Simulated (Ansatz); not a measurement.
Harmonic vibrations of the cluster ZnSe₂⁻ by finite differences.

```yaml
crystal:
  periodic: [false, false, false]
  atoms:
    - {symbol: Zn, position_ang: [0.000035, -0.000072, -0.000002]}
    - {symbol: Se, position_ang: [0.457465, 0.008324, -2.191083]}
    - {symbol: Se, position_ang: [-0.457490, -0.008252, 2.191075]}
basis:
  gaussian: {orbitals: def2-TZVPD}
total_charge: -1
magnetization: {spin_polarized: true, initial_magnetization: 1}
hamiltonian: {xc: r2scan, dispersion: d4}
scf: {omitted_lower_state_checks: [starts]}
phonons: {temperatures: {t_min: 298.15, t_max: 900, t_step: 200}}
```

```sh
$ ansatz run in.yaml --threads 4 --pin off --events-out ev --progress --plain --max-ram 3916MiB
```

Shortened log:

```
Functional definition: r2SCAN
mean field -179121.97098293 eV, -6582.6110203900 hartree, gradient 4.1e-10 eV, S^2 0.759759; 0 other end points of the search recorded, 0 dependent functions left out
mean field -179121.97097886 eV, -6582.6110202405 hartree, gradient 1.0e-6 eV, S^2 0.759759; 0 other end points of the search recorded, 0 dependent functions left out
mean field -179121.97097801 eV, -6582.6110202093 hartree, gradient 1.5e-6 eV, S^2 0.759759; 0 other end points of the search recorded, 0 dependent functions left out
mean field -179121.97097946 eV, -6582.6110202624 hartree, gradient 2.0e-6 eV, S^2 0.759759; 0 other end points of the search recorded, 0 dependent functions left out
mean field -179121.97097946 eV, -6582.6110202624 hartree, gradient 2.0e-6 eV, S^2 0.759759; 0 other end points of the search recorded, 0 dependent functions left out
mean field -179121.97091675 eV, -6582.6110179579 hartree, gradient 8.0e-7 eV, S^2 0.759759; 0 other end points of the search recorded, 0 dependent functions left out
mean field -179121.97091597 eV, -6582.6110179291 hartree, gradient 8.0e-7 eV, S^2 0.759759; 0 other end points of the search recorded, 0 dependent functions left out
mean field -179121.97098160 eV, -6582.6110203411 hartree, gradient 1.5e-6 eV, S^2 0.759759; 0 other end points of the search recorded, 0 dependent functions left out
mean field -179121.97098202 eV, -6582.6110203566 hartree, gradient 2.0e-6 eV, S^2 0.759759; 0 other end points of the search recorded, 0 dependent functions left out
mean field -179121.97098205 eV, -6582.6110203578 hartree, gradient 2.5e-6 eV, S^2 0.759759; 0 other end points of the search recorded, 0 dependent functions left out
mean field -179121.97098205 eV, -6582.6110203578 hartree, gradient 2.5e-6 eV, S^2 0.759759; 0 other end points of the search recorded, 0 dependent functions left out
mean field -179121.97093754 eV, -6582.6110187220 hartree, gradient 1.9e-6 eV, S^2 0.759756; 0 other end points of the search recorded, 0 dependent functions left out
mean field -179121.97095527 eV, -6582.6110193737 hartree, gradient 2.4e-6 eV, S^2 0.759761; 0 other end points of the search recorded, 0 dependent functions left out
mean field -179121.97098160 eV, -6582.6110203410 hartree, gradient 1.5e-6 eV, S^2 0.759759; 0 other end points of the search recorded, 0 dependent functions left out
mean field -179121.97098202 eV, -6582.6110203566 hartree, gradient 2.0e-6 eV, S^2 0.759759; 0 other end points of the search recorded, 0 dependent functions left out
mean field -179121.97098205 eV, -6582.6110203578 hartree, gradient 2.5e-6 eV, S^2 0.759759; 0 other end points of the search recorded, 0 dependent functions left out
mean field -179121.97098205 eV, -6582.6110203578 hartree, gradient 2.5e-6 eV, S^2 0.759759; 0 other end points of the search recorded, 0 dependent functions left out
mean field -179121.97095489 eV, -6582.6110193594 hartree, gradient 2.4e-6 eV, S^2 0.759761; 0 other end points of the search recorded, 0 dependent functions left out
mean field -179121.97093793 eV, -6582.6110187364 hartree, gradient 1.9e-6 eV, S^2 0.759756; 0 other end points of the search recorded, 0 dependent functions left out
Total energy: -179121.98925112 eV, -6582.6116917335 hartree
Atom 0 at     0.000035    -0.000072    -0.000002 Å, force    -0.000098     0.000155     0.000140 eV/Å
Atom 1 at     0.457465     0.008324    -2.191083 Å, force     0.000252    -0.000074    -0.001042 eV/Å
Atom 2 at    -0.457490    -0.008252     2.191075 Å, force    -0.000154    -0.000081     0.000902 eV/Å
Dipole moment:     0.000016    -0.000041     0.000010 e Å
Vibrations: 80.80 91.95 209.32 353.82 cm⁻¹, zero-point energy 0.045620 eV
Checks for a lower state left out: starts
```

Hardware: 4 threads of Arm Neoverse V2 on a shared host. Wall time 4 min, peak host memory 0.55 GiB.

The relaxation made no stability test and no search for a lower SCF solution. The structure comes from a short search, and lower isomers may exist.
